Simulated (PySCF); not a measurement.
**Electronic structure of P(2+) (phosphorus, charge +2) at the UHF level**

Configuration: [Ne] 3s2 3d1, 2D determinant (an excited configuration). Computed with PySCF 2.14 in x2c-QZVPPall with one added diffuse shell each of s, p, d, f type (10s7p5d3f1g, 86 functions), with the spin-free X2C one-electron Hamiltonian (Gaussian nucleus).

```json
{
 "Total energy": "-339.969463 hartree",
 "One-electron energy": "-458.3203 hartree",
 "Hartree (Coulomb) energy": "140.2926 hartree",
 "Exchange energy": "-21.9418 hartree",
 "⟨S²⟩": "0.7510",
 "⟨L²⟩": "6.005",
 "Sum of ⟨r⟩": "10.32 bohr",
 "Sum of ⟨r²⟩": "18.08 bohr²",
 "Traceless quadrupole moment −½Σ⟨3z² − r²⟩ along its main axis": "2.44 e·bohr²",
 "Langevin diamagnetic susceptibility": "-14.3 ×10⁻⁶ cm³/mol"
}
```

```tsv
shell	electrons	mean orbital energy (hartree)	spread (hartree)	rms radius, mean of both spins (bohr)
1s β	1	-81.26176	0	0.120
1s α	1	-81.26081	0	0.120
2s α	1	-8.56287	0	0.558
2s β	1	-8.56083	0	0.558
2p α	3	-6.41010	0.00274	0.538
2p β	3	-6.40766	0.00627	0.538
3s α	1	-1.47916	0	1.86
3s β	1	-1.44884	0	1.86
3d α	1	-0.59110	0	2.97
```

The outer electron is Rydberg-like, and this basis confines it to a smaller radius and binds it less than a complete one would.

Densities and radii are taken from the X2C orbitals without a picture-change correction, which distorts them close to the nucleus.

Spin-orbit constants ζ (cm⁻¹) from the X2C one-electron operator on these orbitals: bare nucleus, nucleus screened by l(l+1)(2l+1)/3 electrons, and screened by the Breit-Pauli mean field of the electrons.

```tsv
shell	bare	screened nucleus	mean field
2p	5477	4746	4420
3d	17.33	5.777	3.965
```

To first order the Landé constant is A = 3.965 cm⁻¹, so the lowest level has J = 3/2 and lies 0.000737 eV below the centre of the term.
